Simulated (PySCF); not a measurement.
## Working out the ionisation energy of Kr

Kr [Kr] (1S) → Kr⁺ [Ar] 3d10 4s2 4p5 (2P). All numbers are calculated (PySCF 2.14, the spin-free X2C one-electron Hamiltonian (Gaussian nucleus), in cc-pVDZ-DK (5s4p2d, 27 functions)). Frozen: [Ar] 3d10. Energies in hartree (1 hartree = 27.21139 eV):

```csv
part,Kr (lower),Kr⁺ (upper)
UHF,-2788.052759,-2787.569260
CCSD correlation,-0.127481,-0.107500
(T),-0.000780,-0.000811
```

Q: What does Hartree-Fock give?

A: (-2787.569260) − (-2788.052759) = 0.483499 hartree = 13.157 eV.

Q: What do CCSD and CCSD(T) give?

A: The CCSD correlation energies differ by 0.019981 hartree = 0.544 eV and the triples by -0.000031 hartree = -0.001 eV, so CCSD gives 13.701 eV and CCSD(T) 13.700 eV.

Measured between the centres of the two terms (NIST): 14.222 eV, so CCSD(T) (valence) is off by -0.522 eV.

A double-zeta basis recovers only part of the correlation energy.

What remains against the reference includes basis incompleteness, the frozen core and higher excitations.
